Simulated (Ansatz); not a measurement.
AgSe₂: single points at one geometry.

```yaml
crystal:
  periodic: [false, false, false]
  atoms:
    - {symbol: Ag, position_ang: [-0.507139, 1.712272, 0.908673]}
    - {symbol: Se, position_ang: [-0.218711, -1.870699, -0.306203]}
    - {symbol: Se, position_ang: [0.725850, 0.158427, -0.602470]}
basis:
  gaussian: {orbitals: def2-TZVP, initial_orbitals: start.molden}
magnetization: {spin_polarized: true, initial_magnetization: 1}
hamiltonian: {xc: {name: B97M-V}}
scf: {omitted_lower_state_checks: [starts]}
output: {orbitals: {seedname: orbitals}}
```

The file start.molden holds the orbitals of an earlier run on this structure, at another level or in another basis.

```sh
$ ansatz run in.yaml --threads 4 --pin off --events-out ev --progress --plain --max-ram 3916MiB
```

Output, abridged:

```
Functional definition: B97M-V
1127 factors; their error is unknown
mean field evaluation 1: about -134675.6615 eV, gradient 9.2e0 eV
mean field evaluation 2: about -134675.7855 eV, gradient 2.1e-1 eV
mean field evaluation 4: about -134675.7317 eV, gradient 1.1e-1 eV
mean field evaluation 8: about -134675.7317 eV, gradient 2.0e-5 eV
mean field -134675.73172713 eV, -4949.2418544824 hartree, gradient 2.0e-5 eV, S^2 0.761273; 0 other end points of the search recorded, 0 dependent functions left out
reference -134675.73178339 eV, -4949.2418565500 hartree; 44, 43 occupied and 92, 93 virtual orbitals, 1127 factors
Total energy: -134675.73178339 eV, -4949.2418565500 hartree
Checks for a lower state left out: starts
```

It took 11 s on 4 threads of Arm Neoverse V2 on a shared host.

As the first input, with `gaussian: {orbitals: def2-TZVPD, initial_orbitals: start.molden}`, `hamiltonian: {xc: r2scan, dispersion: d4}` (abridged; 7.5 s):

```
Functional definition: r2SCAN
mean field -134700.73394117 eV, -4950.1606689012 hartree, gradient 2.7e-5 eV, S^2 0.763377
Total energy: -134700.75647407 eV, -4950.1614969702 hartree
Checks for a lower state left out: starts
```

The first input with `hamiltonian: {xc: {name: CAM-B3LYP}, dispersion: d4}` (abridged; 6 s):

```
Functional definition: CAM-B3LYP
mean field -134705.52526374 eV, -4950.3367467581 hartree, gradient 2.0e-5 eV, S^2 0.757641
Total energy: -134705.63562973 eV, -4950.3408026332 hartree
Checks for a lower state left out: starts
```

As the first input, with `hamiltonian: {xc: pbe}`, `correlation: {method: rpa}` and without the key `output` (abridged; 4.3 s):

```
Functional definition: PBE
mean field -134680.94639225 eV, -4949.4334898909 hartree, gradient 1.6e-6 eV, S^2 0.757774
18 core orbitals not correlated: weight in the atoms' cores, before any rotation towards them, 1.000 or more for the frozen orbitals, at most 0.000 for the correlated occupied ones
Total energy: -134619.31668230 eV, -4947.1686398245 hartree
Checks for a lower state left out: starts
```

First input, but with `hamiltonian: {xc: pbe0, dispersion: d4}`, `output: {forces: true, orbitals: {seedname: orbitals}}` (abridged; 4.9 s):

```
Functional definition: PBE0
mean field -134684.34389166 eV, -4949.5583456912 hartree, gradient 1.7e-5 eV, S^2 0.759249
Total energy: -134684.44689349 eV, -4949.5621309386 hartree
Atom 0 force     0.097853    -0.179729    -0.135021 eV/Å
Atom 1 force     0.125194     0.342581    -0.019566 eV/Å
Atom 2 force    -0.223047    -0.162852     0.154587 eV/Å
Dipole moment:    -0.296468     0.792251     0.475356 e Å
Checks for a lower state left out: starts
```

First input, but with `hamiltonian: {xc: {name: B2PLYP}}` and without the key `output` (abridged; 6.5 s):

```
Functional definition: B2PLYP
mean field -134666.70094753 eV, -4948.9099794535 hartree, gradient 3.4e-6 eV, S^2 0.761328
18 core orbitals not correlated: weight in the atoms' cores, before any rotation towards them, 1.000 or more for the frozen orbitals, at most 0.000 for the correlated occupied ones
second order -32.03270348 eV of doubles, -0.00000000 eV of singles
Total energy: -134675.34991474 eV, -4949.2278231360 hartree
Checks for a lower state left out: starts
```

The first input with `gaussian: {orbitals: def2-SVP, initial_orbitals: start.molden}`, `hamiltonian: {xc: pbe0, dispersion: d4}` (abridged; 2.8 s):

```
Functional definition: PBE0
mean field -134667.31250654 eV, -4948.9324538323 hartree, gradient 1.3e-5 eV, S^2 0.758159
Total energy: -134667.41550839 eV, -4948.9362390807 hartree
Checks for a lower state left out: starts
```

Geometry: B3LYP-D4/def2-TZVP.

In the def2 sets Ag takes a core potential; there is no spin–orbit coupling. Correlated methods freeze 18 core orbitals; core or outer-core shells of Ag, Se are correlated, in sets that lack core-valence functions. The structure comes from a short search, and lower isomers may exist.
